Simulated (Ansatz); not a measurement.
Pulling on the Be1–H2 bond in BeH2Se (SMILES [BeH][SeH]) (multiplicity 1 held, fragments rigid). Energies count from the point at 1.326 Å.
Geometry at that point (charge 0, multiplicity 1):
```xyz
4

Be    -0.68974    -0.76067    -1.41804
H     -1.20927    -1.34114    -2.49064
Se     0.09182     0.16025     0.22401
H      0.84647    -1.06482     0.54660
```

Restricted levels (R-, RO-) in cc, def2 and unpolarised 6-31G sets keep to the state of the molecule at rest. Active spaces are followed from a long bond inwards. Curves can end on different states.

Correlated levels freeze the cores. Filled d and f shells under p-block atoms count as core.

Programs: Ansatz (a first-principles code). 

Energies in kJ/mol.

| R (Å) | R-CCSD/aug-cc-pVDZ | R-CCSDT(Q)/aug-cc-pVDZ | FIC-NEVPT4(SD) on CASSCF(2,2)/aug-cc-pVDZ | FIC-MRCISD on CASSCF(2,2)/aug-cc-pVDZ | FIC-MRCISD+Q on CASSCF(2,2)/aug-cc-pVDZ |
|---|---|---|---|---|---|
| 1.061 | 85 | 85 | 85 | 85 | 85 |
| 1.193 | 18 | 19 | 19 | 19 | 18 |
| 1.326 | 0 | 0 | 0 | 0 | 0 |
| 1.458 | 9 | 9 | 9 | 9 | 9 |
| 1.591 | 34 | 34 | 33 | 34 | 34 |
| 1.790 | 86 | 85 | 84 | 84 | 85 |
| 1.988 | 142 | 140 | 140 | 139 | 141 |
| 2.320 | 229 | 225 | 224 | 223 | 226 |
| 2.651 | 296 | 290 | 289 | 288 | 291 |
| 3.049 | 351 | 340 | 339 | 338 | 342 |
| 3.579 | 387 | 371 | 370 | 368 | 372 |
| 4.242 | 402 | 382 | 381 | 379 | 384 |

Doubts at one or more of the structures used: a restricted determinant that unrestricted orbitals would lower (R-CCSD/aug-cc-pVDZ, R-CCSDT(Q)/aug-cc-pVDZ); other coupled-cluster roots lie near (R-CCSD/aug-cc-pVDZ, R-CCSDT(Q)/aug-cc-pVDZ); T1 above 0.05 (R-CCSD/aug-cc-pVDZ, R-CCSDT(Q)/aug-cc-pVDZ).
